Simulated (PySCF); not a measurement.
# `C#[C][Al]([Br])[CH]1CC1`, C₅H₆AlBr

Geometry:
```json
{"atom": "C1", "x (Å)": "-2.143", "y (Å)": "-1.623", "z (Å)": "1.725"}
{"atom": "C2", "x (Å)": "-1.800", "y (Å)": "-0.746", "z (Å)": "0.963"}
{"atom": "Al3", "x (Å)": "-1.334", "y (Å)": "0.705", "z (Å)": "-0.235"}
{"atom": "Br4", "x (Å)": "-2.974", "y (Å)": "2.155", "z (Å)": "-0.802"}
{"atom": "C5", "x (Å)": "0.498", "y (Å)": "0.907", "z (Å)": "-0.930"}
{"atom": "C6", "x (Å)": "1.245", "y (Å)": "-0.388", "z (Å)": "-1.202"}
{"atom": "C7", "x (Å)": "1.603", "y (Å)": "0.417", "z (Å)": "-0.009"}
{"atom": "H8", "x (Å)": "-2.428", "y (Å)": "-2.393", "z (Å)": "2.386"}
{"atom": "H9", "x (Å)": "0.801", "y (Å)": "1.732", "z (Å)": "-1.581"}
{"atom": "H10", "x (Å)": "0.728", "y (Å)": "-1.326", "z (Å)": "-1.037"}
{"atom": "H11", "x (Å)": "1.932", "y (Å)": "-0.416", "z (Å)": "-2.035"}
{"atom": "H12", "x (Å)": "1.325", "y (Å)": "0.024", "z (Å)": "0.961"}
{"atom": "H13", "x (Å)": "2.541", "y (Å)": "0.953", "z (Å)": "-0.005"}
```

Theory: quadratic response CAM-B3LYP/aug-cc-pVDZ first hyperpolarisability, Taylor convention, gas phase in PySCF 2.14.0. Geometry: GFN2-xTB.

The calculation is non-relativistic, which matters for the atoms heavier than Zn.

(1) Give the tensor of the second harmonic β(−2ω;ω,ω) at 800 nm in the axes of these coordinates.

Results:

(1) In au, Taylor convention; rows are the first index (the induced dipole):
|  | xx | yy | zz | xy | xz | yz |
| --- | --- | --- | --- | --- | --- | --- |
| x | +230.1 | -32.8 | -26.1 | -43.1 | -52.3 | +28.6 |
| y | -44.9 | -12.6 | -27.1 | -32.3 | +29.4 | +41.4 |
| z | -50.9 | +42.3 | +16.0 | +29.1 | -25.7 | -26.0 |

Norm of βᵢ = ⅓ Σⱼ (βᵢⱼⱼ + βⱼᵢⱼ + βⱼⱼᵢ): 190.7 au, hyper-Rayleigh value 104.1 au.
